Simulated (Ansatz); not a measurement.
Gas-phase electronic energies from Ansatz, PBE0-D4/def2-TZVP geometries. CCSD(T)/CBS adds triple-zeta CCSD(T) − MP2 to the extrapolated MP2 energy (def2 sets, frozen cores). This one scheme is used for every species. Functionals use def2-TZVPP. HSE06 is defined as in plane-wave codes.

`F[B](F)[AlH2]` + `C[NH][AlH2]` → `C[N]([AlH2])[AlH2]` + `FBF`  (cleavage of the Al–B bond)

`F[B](F)[AlH2]`:

```xyz
6

F     0.594    1.799   -0.983
B    -0.076    1.100   -0.078
F    -0.845    1.821    0.727
Al    0.072   -1.045    0.074
H     1.173   -1.703    1.009
H    -0.918   -1.972   -0.748
```

`C[NH][AlH2]`:

```xyz
9

C    -0.636   -0.782   -0.784
N     0.373    0.171   -0.375
Al    0.611    0.911    1.212
H    -0.202   -1.730   -1.125
H    -1.270   -0.398   -1.591
H    -1.292   -1.012    0.060
H     0.996    0.408   -1.134
H     1.813    1.930    1.370
H    -0.393    0.502    2.367
```

`C[N]([AlH2])[AlH2]`:

Z-matrix (Å, degrees):
```
C
N 1 1.467
H 1 1.095 2 111.6
H 1 1.095 2 111.9 3 119.9
H 1 1.095 2 111.9 3 -119.8
Al 2 1.790 1 119.3 3 94.0
Al 2 1.790 1 119.4 3 -89.8
H 6 1.582 2 118.3 1 -178.0
H 6 1.587 2 117.8 1 2.6
H 7 1.586 2 117.9 1 -2.7
H 7 1.582 2 118.3 1 178.0
```

`FBF`:

Cartesian coordinates in Å:
```
F -0.781 0.173 1.016
B 0.028 0.027 -0.008
F -0.117 -1.037 -0.764
H 0.870 0.836 -0.244
```

```json
{"level": "LDA (SPW92)", "ΔE (kJ/mol)": "-108.2", "difference from CCSD(T)/CBS": "11.7"}
{"level": "revPBE-D4", "ΔE (kJ/mol)": "-104.8", "difference from CCSD(T)/CBS": "15.1"}
{"level": "PBE0-D4", "ΔE (kJ/mol)": "-108.7", "difference from CCSD(T)/CBS": "11.2"}
{"level": "BHLYP-D4", "ΔE (kJ/mol)": "-121.6", "difference from CCSD(T)/CBS": "-1.7"}
{"level": "ωB97M-V", "ΔE (kJ/mol)": "-118.6", "difference from CCSD(T)/CBS": "1.3"}
{"level": "PBE", "ΔE (kJ/mol)": "-100.0", "difference from CCSD(T)/CBS": "19.9"}
{"level": "r2SCAN", "ΔE (kJ/mol)": "-117.1", "difference from CCSD(T)/CBS": "2.8"}
{"level": "PBE0", "ΔE (kJ/mol)": "-104.9", "difference from CCSD(T)/CBS": "15.0"}
{"level": "HSE06", "ΔE (kJ/mol)": "-105.1", "difference from CCSD(T)/CBS": "14.8"}
{"level": "LC-ωPBE", "ΔE (kJ/mol)": "-106.3", "difference from CCSD(T)/CBS": "13.6"}
{"level": "HF/def2-SVP", "ΔE (kJ/mol)": "-120.4", "difference from CCSD(T)/CBS": "-0.5"}
{"level": "MP2/def2-SVP", "ΔE (kJ/mol)": "-136.1", "difference from CCSD(T)/CBS": "-16.2"}
{"level": "CCSD/def2-SVP", "ΔE (kJ/mol)": "-123.6", "difference from CCSD(T)/CBS": "-3.7"}
{"level": "CCSD(T)/def2-SVP", "ΔE (kJ/mol)": "-125.4", "difference from CCSD(T)/CBS": "-5.5"}
{"level": "MP2/def2-TZVPP", "ΔE (kJ/mol)": "-132.5", "difference from CCSD(T)/CBS": "-12.6"}
{"level": "CCSD/def2-TZVPP", "ΔE (kJ/mol)": "-119.3", "difference from CCSD(T)/CBS": "0.6"}
{"level": "CCSD(T)/CBS", "ΔE (kJ/mol)": "-119.9", "difference from CCSD(T)/CBS": "0"}
```

(1) What do rigid-rotor, harmonic-oscillator terms from PBE0-D4/def2-TZVP frequencies (298.15 K, 1 bar) make of the CCSD(T)/CBS value? (Estimate.)

Largest T1 diagnostic among the species: 0.014.

Answers

(1) Computed: ΔZPE = -3.2 kJ/mol, ΔH = -123.3 kJ/mol, ΔS = -3 J/(mol·K), ΔG = -122.3 kJ/mol. Modes under 50 cm⁻¹ make the entropy rough.

Leaving LDA and LC-ωPBE aside and taking each functional with its dispersion term where it has one, the values, not all of them listed here, spread over 17.3 kJ/mol, from BHLYP-D4 to PBE-D4. LDA lies −8.3 kJ/mol from PBE without D4. At CCSD(T), def2-SVP lies −5.5 kJ/mol from the extrapolated value and def2-TZVPP −1.4 kJ/mol.
